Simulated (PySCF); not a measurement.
Xe²⁺ (xenon, charge +2) across methods

[Kr] 4d10 5s2 5p4, high-spin 3P determinant. All numbers are calculated (PySCF 2.14, scalar relativity through the core potential, in aug-cc-pwCVDZ-PP with ECP28MDF).

```tsv
method	E (hartree)	mean ε 5s β (eV)	mean ε 5p α (eV)	mean ε 5p β (eV)	Σ⟨r²⟩ (bohr²)	⟨S²⟩
PBE0	-328.1367	-39.890	-28.821	-26.957	41.03	2.002
r2SCAN	-328.2437	-38.532	-27.849	-25.943	40.98	2.003
UHF	-327.12748	-43.071	-32.326	-29.882	41.44	2.006
LDA	-327.6592	-38.867	-27.420	-25.797	41.03	2.001
B3LYP	-328.2204	-39.784	-28.420	-26.744	41.11	2.001
r2SCAN0	-328.2206	-39.991	-29.170	-27.177	41.01	2.003
wB97X	-328.1749	-42.702	-31.102	-29.374	41.03	2.001
PBEsol	-327.8037	-38.443	-27.335	-25.602	40.99	2.001
```

(1) Estimate the same row for PBE.

Energies and moments cover only the electrons outside the core potential.

Answers

(1) E (hartree) = -328.1065; mean ε 5s β (eV) = -38.383; mean ε 5p α (eV) = -27.332; mean ε 5p β (eV) = -25.614; Σ⟨r²⟩ (bohr²) = 41.04; ⟨S²⟩ = 2.001.
